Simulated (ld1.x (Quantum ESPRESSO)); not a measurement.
Results of a calculation; reference values are marked as such.
Hardness and transferability of assorted potentials

Generated with ld1.x 7.5 (TM, RRKJ, ultrasoft, PAW), atompaw 4.2 or ONCVPSP 4.0.1. The cutoff is in Ry: for ld1.x and atompaw files where the sum of valence levels is converged to 10 mRy in a Bessel basis, for ONCV files where the hardest occupied wave has 1 mHa per electron of residual kinetic energy. The error is the largest all-electron minus pseudo excitation energy over each file’s own four to seven test configurations (ionisations up to +4, promotions, holes and added fractions of an electron), all of which were solved. The labels leave out finer settings (local radius, basis sizes, second energies), which also bear on the numbers. Spin-polarised tests are not counted. The rows are a selection from randomly drawn settings: files with unsolved tests, undetermined cutoffs or missed reference levels are left out.

A true bound ghost makes a file unfit for plane-wave use even where its test errors are small: the radial tests pick states by their node count and pass the ghost by.

```tsv
element	potential	cutoff (Ry)	largest error (meV)	bound ghosts
Li	TM, LDA (PZ), non-relativistic, rc 3.25/4.20/4.50 (spd), local s, core correction no, reference 2s0 2p1	6	+3.8	none
N	RRKJ, LDA (PZ), scalar-relativistic, rc 0.75/1.70 (sp), local s, core correction no, reference 2s2 2p3	100	+2109	none
F	TM, PBE, scalar-relativistic, rc 0.55/0.95/0.75 (spd), local d, core correction no, reference 2s1.5 2p5.5	230	+692	none
Rh	RRKJ, PBEsol, scalar-relativistic, rc 1.90/3.40/1.60/3.40 (spdf), local s, core correction yes, reference 4d8 5s0 5p1	50	-572	none
Pd	TM semilocal, revPBE, scalar-relativistic, rc 1.25/1.45/1.35 (spd), local d, core correction yes, reference 4s2 4p6 4d10 5s0 5p0	100	+552	none
Ba	TM, PBE, scalar-relativistic, rc 3.65/2.05/2.50 (spd), local s, core correction no, reference 5p6 5d0 6s2 6p0	25	-275	none
```

(1) Fill in the row for Br: RRKJ, PBE, scalar-relativistic, rc 1.20/1.10/1.05 (spd), local p, core correction no, reference 3d10 4s2 4p4.

## Answers

(1) cutoff 230 Ry, largest error +35 meV, bound ghosts: s.
